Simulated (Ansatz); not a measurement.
Born–Oppenheimer molecular dynamics of C2H6AlFO (11 atoms, charge 0, multiplicity 1). It starts from a relaxed structure.

The calculation used Ansatz, RKS r2SCAN/STO-3G.

| Item | Value |
| --- | --- |
| ensemble | NVT, Langevin thermostat |
| time step | 1 fs |
| steps asked | 369 |
| set temperature | 1000 K |
| friction | 0.5 /fs |
| seed | 606904 |

First frame:

```xyz
11
Properties=species:S:1:pos:R:3
C -0.758 -1.428 0.780
Al 0.607 -0.096 0.680
F 1.707 -0.003 1.874
C 0.722 1.171 -0.783
O -0.574 1.755 -1.223
H -0.543 -2.280 0.121
H -1.737 -1.041 0.473
H -0.877 -1.837 1.790
H 1.327 2.051 -0.488
H 1.259 0.737 -1.659
H -1.068 0.912 -1.543
```

Question: How far do the bonds stretch over the last three quarters of this one trajectory? (Pairs bonded in most of those frames.)

Answer: 
```
  bond  mean (Å)  spread (Å)  shortest  longest
C1–Al2     1.877       0.049      1.75     2.00
 C1–H6     1.110       0.045      0.98     1.22
 C1–H7     1.106       0.048      1.00     1.24
 C1–H8     1.112       0.045      1.00     1.23
Al2–F3     1.616       0.038      1.52     1.69
Al2–C4     1.916       0.053      1.79     2.01
 C4–O5     1.502       0.062      1.38     1.64
 C4–H9     1.128       0.048      1.01     1.25
C4–H10     1.122       0.046      1.02     1.23
O5–H11     1.034       0.041      0.95     1.14
```

Mean temperature of the second half: 949 K. A run of 0.37 ps of so small a system gives no equilibrium averages. The friction is so strong that the motion is overdamped, so the time scale means little. Limits of this set-up: minimal basis.

Run time: 19 min on 1 thread of Arm Neoverse V2, with other jobs on the host, peak memory 0.11 GiB.
